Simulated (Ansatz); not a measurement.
Calculated with Ansatz (gas phase, PBE0-D4/def2-TZVP geometries, no zero-point term in ΔE). CCSD(T)/CBS is the MP2 limit (def2-TZVPP, def2-QZVPP) plus CCSD(T) − MP2 in def2-TZVPP, frozen cores. This one scheme is used for every species. Functionals use def2-TZVPP. B3LYP here is the variant with VWN-RPA as its local correlation; programs differ in this. Elements past krypton have def2 core potentials. For Sn outer-core shells are correlated without core-valence functions, which leaves a few kJ/mol of doubt a bond. One conformer a species, not always the lowest.

`C[O][SnH2][SH]` + CH₃NH₂ → `C[NH][SnH2][O]C` + H₂S  (ligand exchange at the Sn–S bond)

```tsv
level	ΔE (kJ/mol)	difference from CCSD(T)/CBS
B3LYP-D4	69.4	3.2
ωB97X-V	67.1	0.9
ωB97M-V	69.1	2.9
PBE0	77.0	10.8
MP2/def2-TZVPP	64.8	-1.4
SCS-MP2/def2-TZVPP	63.2	-3.0
CCSD/def2-TZVPP	63.6	-2.6
SCS-MP2/def2-QZVPP	65.1	-1.1
MP2/CBS(def2)	68.1	1.9
CCSD/CBS(def2)	66.9	0.7
CCSD(T)/CBS	66.2	0
```

Largest T1 diagnostic among the species: 0.013.

The D4 term adds −3.6 kJ/mol with B3LYP and −2.2 kJ/mol with PBE0; it sums over pairs of atoms, weighted by their polarisabilities, and B3LYP, whose exchange is more repulsive, gets the larger term. In def2-TZVPP, CCSD(T) changes the Hartree–Fock value by −11.4 kJ/mol (the triples alone add −0.6 kJ/mol) and MP2 by −9.5 kJ/mol.

CCSD(T)/CBS has its own doubt, a few kJ/mol and more with outer-core shells, so smaller differences from it don't rank the levels.
